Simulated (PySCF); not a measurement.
PySCF 2.14 output of an unrestricted PBE0 calculation on a single atom or ion in x2c-TZVPPall with one added diffuse shell each of s, p, d type (6s4p3d1f, 40 functions), with the spin-free X2C one-electron Hamiltonian (Gaussian nucleus):

```
SCF conv_tol = 1e-09
number electrons alpha = 5  beta = 1
    C. Adamo and V. Barone.,  J. Chem. Phys. 110, 6158 (1999)
    M. Ernzerhof and G. E. Scuseria.,  J. Chem. Phys. 110, 5029 (1999)
cycle= 1 E= -71.4856576129958  delta_E= -0.00121  |g|= 0.00723  |ddm|= 0.131
cycle= 2 E= -71.4855898031895  delta_E= 6.78e-05  |g|= 0.00326  |ddm|= 0.0493
cycle= 3 E= -71.4855622945616  delta_E= 2.75e-05  |g|= 0.000392  |ddm|= 0.018
cycle= 4 E= -71.4855622410332  delta_E= 5.35e-08  |g|= 7.02e-05  |ddm|= 0.00468
cycle= 5 E= -71.4855622537204  delta_E= -1.27e-08  |g|= 5.68e-06  |ddm|= 0.00132
cycle= 6 E= -71.485562253808  delta_E= -8.76e-11  |g|= 6.65e-07  |ddm|= 0.000102
converged SCF energy = -71.485562253808  <S^2> = 6.0000044  2S+1 = 5.0000018
```

The run itself started from symmetry-adapted Hartree-Fock orbitals and held the occupation by maximum overlap, on a logarithmic radial grid, so the iterations belong to that start.

Which element, charge and spin multiplicity is this?

O²⁺ (oxygen, charge +2), multiplicity 5; the state was [He] 2s1 2p2 3d1, one real determinant (an excited configuration).

⟨L²⟩ = 7.98 against 12 for a pure F term, so this real determinant mixes terms. The outer electron is Rydberg-like, and this basis confines it to a smaller radius and binds it less than a complete one would.
